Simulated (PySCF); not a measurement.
Simulated absorption spectrum

Species: C8H9Cl.
SMILES with atom numbers: `[Cl:1][CH2:2][C:3]1=[CH:4][C:5]2([CH:6]=[CH:7]1)[CH2:8][CH2:9]2` (hydrogens: H10, H11 on C2; H12 on C4; H13 on C6; H14 on C7; H15, H16 on C8; H17, H18 on C9)

Method: TDDFT B3LYP/def2-SVPD, vertical, gas phase, core orbitals frozen in the response (PySCF). Isolated species at its PBE0-D3(BJ)/def2-SVP geometry (one conformer only). Torsions of this conformer, `[Cl:1][CH2:2][C:3]1=[CH:4][C:5]2([CH:6]=[CH:7]1)[CH2:8][CH2:9]2`: Cl1–C2–C3–C4 121°.

Computed states:

```
state  E (eV)       f
   S1    4.67   0.044
   S2    5.54   0.030
   S3    5.82   0.104
   S4    6.01   0.167
   S5    6.08  0.0012
   S6    6.21   0.047
   S7    6.32   0.173
   S8    6.42   0.022
   S9    6.73   0.053
  S10    6.80  0.0065
```

Each state is given a Gaussian of 0.4 eV full width at half maximum, with ε(max) = 2.175×10⁸ f / Δν̃ (Δν̃ the width in cm⁻¹). The width is an assumption, not a result. The curve ends short of the highest state used, and states not computed would add to its high-energy end.

Question: Give the broadened spectrum and its maxima.

Answer: 
(E (eV), ε (L mol⁻¹ cm⁻¹)): (4.07, 6), (4.12, 16), (4.17, 40), (4.22, 91), (4.27, 190), (4.32, 363), (4.37, 636), (4.42, 1021), (4.47, 1503), (4.52, 2028), (4.56, 2423), (4.61, 2798), (4.66, 2963), (4.71, 2877), (4.76, 2563), (4.81, 2093), (4.86, 1568), (4.91, 1078), (4.96, 683), (5.01, 406), (5.06, 242), (5.11, 178), (5.16, 204), (5.21, 320), (5.26, 536), (5.31, 862), (5.36, 1310), (5.41, 1883), (5.46, 2592), (5.51, 3461), (5.56, 4535), (5.61, 5871), (5.66, 7505), (5.71, 9422), (5.76, 11528), (5.81, 13657), (5.86, 15607), (5.91, 17195), (5.96, 18318), (6.00, 18885), (6.05, 19269), (6.10, 19436), (6.15, 19497), (6.20, 19439)

Maxima: 266 nm (4.67 eV), ε about 3000, made up of S1 (100%); 201 nm (6.16 eV), ε about 19000, made up of S4 (39%), S6 (16%) and S7 (37%) (ε in L mol⁻¹ cm⁻¹; maxima over ε = 5, shares over 10%).

Question: On this curve, what absorbance would a 10⁻³ mol/L sample give at 266 nm over a 1 cm path?

Answer: 266 nm is 4.661 eV, where ε is about 3000 L mol⁻¹ cm⁻¹, so A = ε c l ≈ 3 (Beer–Lambert, with the gas-phase spectrum and the assumed width).

Question: Coming from long wavelengths, where does ε first pass 100 L mol⁻¹ cm⁻¹?

Answer: At about 293 nm (4.23 eV), 0.44 eV below S1.

Question: What would ε be at 6.16 eV, the highest of these maxima, with half the width (0.2 eV)?

Answer: About 13900 L mol⁻¹ cm⁻¹ against 19500, a factor of about 0.7; a lone state at its own centre would give exactly 2.

All these states lie below the vertical ionisation energy of 8.20 eV (ΔSCF).
